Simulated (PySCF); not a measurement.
## Correlation energy of N²⁺ (nitrogen, charge +2)

[He] 2s2 2p1, 2P determinant. All numbers are calculated (PySCF 2.14, no relativity, point nucleus, in aug-cc-pVDZ). Frozen: 1s2; 3 electrons correlated.

MP2 pair energies summed by pair of shells (mhartree):

| pair | energy | share (%) |
| --- | --- | --- |
| 2s-2s | -29.76 | 64.5 |
| 2s-2p | -16.35 | 35.5 |

Total MP2 correlation energy: -46.11 mhartree.

Same-spin part -2.35 and opposite-spin part -43.76 mhartree; SCS-MP2 scales them by 1/3 and 6/5 to -53.30 mhartree.

```
  level  correlation energy (mhartree)
   CCSD                         -74.67
    (T)                          -0.56
CCSD(T)                         -75.23
```

Diagnostics: T1 = 0.0067, D1 = 0.0130, largest double amplitude 0.139.

Cost of the coupled-cluster step: 0.15 s of wall time on 1 thread of Neoverse-V1 (shared host), for 3 correlated electrons.
